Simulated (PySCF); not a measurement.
Compound: C2H6F4Si2.
Geometry (GFN2-xTB, Å), atoms numbered from 1 in this order:
```
atom  x, y, z in Å
C1     1.9547   -0.6287    0.4199
Si2    1.1127    0.3691   -0.9572
Si3   -0.9470    1.1076   -0.1938
F4    -1.8950    1.5063   -1.4361
C5    -1.8925   -0.4436    0.5291
F6    -1.7773   -1.5300   -0.2686
F7    -1.3813   -0.8222    1.7253
F8    -3.2072   -0.2597    0.7300
H9     1.3492   -1.4801    0.7204
H10    2.9171   -1.0119    0.0942
H11    2.1259   -0.0226    1.3058
H12    0.9632   -0.4643   -2.1599
H13    1.9368    1.5345   -1.3127
H14   -1.2600    2.1452    0.7815
```

The calculation used TDDFT CAM-B3LYP/def2-SVPD, vertical, gas phase, core orbitals frozen in the response in PySCF.

Transition dipole moments from the ground state, in atomic units and in the frame of the coordinates above (overall signs are arbitrary), for the states with f of 0.002 or more among the lowest 7:

```
state  E (eV)      μx      μy      μz
   S1   6.540  -0.183  -0.058   0.394
   S2   7.367   0.121  -0.197   0.103
   S3   7.459   0.029   0.544   0.176
   S4   7.902  -0.393   0.487  -0.179
   S5   8.062   0.117  -0.236  -0.055
   S6   8.257   0.095   0.032  -0.140
   S7   8.381  -0.617   0.068   0.209
```

Work out the oscillator strengths.

f = (2/3) ΔE |μ|² with ΔE in hartree (27.2114 eV).

```json
{"state": "S1", "|μ|² (au)": "0.192", "|μ| (D)": "1.11", "f": "0.031"}
{"state": "S2", "|μ|² (au)": "0.064", "|μ| (D)": "0.64", "f": "0.012"}
{"state": "S3", "|μ|² (au)": "0.328", "|μ| (D)": "1.46", "f": "0.060"}
{"state": "S4", "|μ|² (au)": "0.424", "|μ| (D)": "1.66", "f": "0.082"}
{"state": "S5", "|μ|² (au)": "0.073", "|μ| (D)": "0.69", "f": "0.014"}
{"state": "S6", "|μ|² (au)": "0.030", "|μ| (D)": "0.44", "f": "0.006"}
{"state": "S7", "|μ|² (au)": "0.429", "|μ| (D)": "1.66", "f": "0.088"}
```

What angle do the transition dipoles of S1 and S5 make?

|cos θ| = |μa·μb| / (|μa| |μb|) = 0.25, so θ ≈ 76° (taken between 0 and 90°, since the signs are arbitrary).

What peak molar absorption coefficient would the strongest computed level give as a lone Gaussian band 0.5 eV wide at half height?

ε(max) = 2.175×10⁸ f / FWHM, with the width in cm⁻¹. S7: 2.175×10⁸ × 0.0880 / 4033 ≈ 4700 L mol⁻¹ cm⁻¹.

Time: 58 s of wall time; peak memory 1.1 GiB. Hardware: Arm Neoverse V2, one thread, on a shared host.

One conformer stands for the species.
